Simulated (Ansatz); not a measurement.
Relaxation of CH5AlClGeN (10 atoms, charge 0, multiplicity 1), to a largest force component of 0.02 eV/Å in at most 50 steps.

Method: Ansatz, RKS B3LYP/def2-SVP.

```xyz
10
Properties=species:S:1:pos:R:3
Cl 1.259 -3.047 0.975
C 1.581 -1.272 0.829
Al -0.054 -0.294 0.157
N -1.239 0.054 -1.183
Ge -1.016 1.781 -0.561
H 1.873 -0.859 1.825
H 2.449 -1.122 0.121
H -2.193 -0.254 -0.799
H -2.264 2.328 0.251
H -0.313 2.633 -1.613
```

**Question.** Where does it end, and by what steps?

**Answer.** The run converged. After 11 steps the energy has fallen by 1.252 eV; H8 moved furthest, 0.62 Å.

| step | energy less start (eV) | largest force component (eV/Å) | accepted |
| --- | --- | --- | --- |
| 0 | 0.0000 | 2.822 | yes |
| 1 | -0.6208 | 1.399 | yes |
| 2 | -0.8818 | 1.570 | yes |
| 3 | -1.1117 | 1.344 | yes |
| 4 | -1.1827 | 1.142 | yes |
| 5 | -0.9641 | 3.043 | no |
| 6 | -1.2397 | 0.271 | yes |
| 7 | -1.2495 | 0.087 | yes |
| 8 | -1.2508 | 0.071 | yes |
| 9 | -1.2516 | 0.023 | yes |
| 10 | -1.2517 | 0.021 | yes |
| 11 | -1.2517 | 0.013 | yes |

```xyz
10
Properties=species:S:1:pos:R:3
Cl 0.892 -2.936 1.027
C 1.637 -1.283 0.841
Al 0.258 -0.059 0.139
N -1.216 -0.010 -0.809
Ge -0.991 1.883 -0.445
H 2.021 -0.980 1.826
H 2.500 -1.383 0.164
H -1.957 -0.475 -1.325
H -2.199 2.474 0.335
H -0.862 2.719 -1.750
```

Run time: 59 s on 2 threads of Arm Neoverse V1, with other jobs on the host, peak memory 0.32 GiB.
